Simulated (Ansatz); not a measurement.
Process, species as SMILES: Cl[Si](Cl)(Cl)Br [bromo(trichloro)silane] → Cl[Si](Cl)Br + Cl atom (the Cl-Si bond at the site shown breaks; other sites are not compared here)
Geometries: B3LYP-D3(BJ)/def2-TZVP minima from Ansatz (a program for electronic structure). Frequencies are from Ansatz.

Quantity: bond dissociation energy (0 K, with B3LYP-D3(BJ) harmonic zero-point energies), in kcal/mol. Correlated levels leave the core frozen unless marked. UHF or UKS for open shells. No spin-orbit coupling. Frozen are the shells of the preceding noble gas and the d and f shells that filled before the atom's block. No relativistic terms. FCI takes restricted orbitals. Basis-set limits of correlation are two-point, X^-3; Hartree-Fock from the larger set. The bracket is a focal-point correction in the basis named.

```json
[
 {"level": "PBE-D3(BJ)/def2-TZVPD", "program": "Ansatz + dftd3", "bond dissociation energy (kcal/mol)": "104.2"},
 {"level": "PBE-D4/def2-TZVPD", "program": "Ansatz + dftd4", "bond dissociation energy (kcal/mol)": "104.7"},
 {"level": "r2SCAN/def2-TZVPD", "program": "Ansatz", "bond dissociation energy (kcal/mol)": "104.2"},
 {"level": "PBE0/def2-TZVP", "program": "Ansatz", "bond dissociation energy (kcal/mol)": "103.7"},
 {"level": "BHLYP-D4/def2-TZVPD", "program": "Ansatz + dftd4", "bond dissociation energy (kcal/mol)": "102.0"},
 {"level": "r2SCAN0/def2-TZVPD", "program": "Ansatz", "bond dissociation energy (kcal/mol)": "103.3"},
 {"level": "B2GP-PLYP-D3(BJ)/def2-TZVPD", "program": "Ansatz + dftd3", "bond dissociation energy (kcal/mol)": "106.1"},
 {"level": "B2GP-PLYP-D4/def2-TZVPD", "program": "Ansatz + dftd4", "bond dissociation energy (kcal/mol)": "105.4"},
 {"level": "RPA@PBE/def2-QZVPP", "program": "Ansatz", "bond dissociation energy (kcal/mol)": "98.0"},
 {"level": "RI-MP2/CBS(def2-TZVPP,def2-QZVPP)", "program": "Ansatz", "bond dissociation energy (kcal/mol)": "115.7"},
 {"level": "SCS-MP2/6-31G", "program": "Ansatz", "bond dissociation energy (kcal/mol)": "58.8"},
 {"level": "SCS-MP2/6-31G*", "program": "Ansatz", "bond dissociation energy (kcal/mol)": "97.5"},
 {"level": "SCS-MP2/def2-TZVPP", "program": "Ansatz", "bond dissociation energy (kcal/mol)": "107.9"},
 {"level": "CCSD/6-31G", "program": "Ansatz", "bond dissociation energy (kcal/mol)": "58.1"},
 {"level": "CCSD/def2-SVP", "program": "Ansatz", "bond dissociation energy (kcal/mol)": "97.6"},
 {"level": "CCSD/def2-TZVPP", "program": "Ansatz", "bond dissociation energy (kcal/mol)": "102.4"},
 {"level": "CCSD(T)/6-31G*", "program": "Ansatz", "bond dissociation energy (kcal/mol)": "95.9"},
 {"level": "CCSD(T)/def2-TZVPP", "program": "Ansatz", "bond dissociation energy (kcal/mol)": "104.8"},
 {"level": "FCI/STO-3G", "program": "Ansatz", "bond dissociation energy (kcal/mol)": "82.9"},
 {"level": "RI-MP2/CBS(def2-TZVPP,def2-QZVPP)+[CCSD(T)-MP2]/def2-SVP", "program": "Ansatz", "bond dissociation energy (kcal/mol)": "111.0"},
 {"level": "RI-MP2/CBS(def2-TZVPP,def2-QZVPP)+[CCSD(T)-MP2]/def2-TZVPP", "program": "Ansatz", "bond dissociation energy (kcal/mol)": "109.3"}
]
```
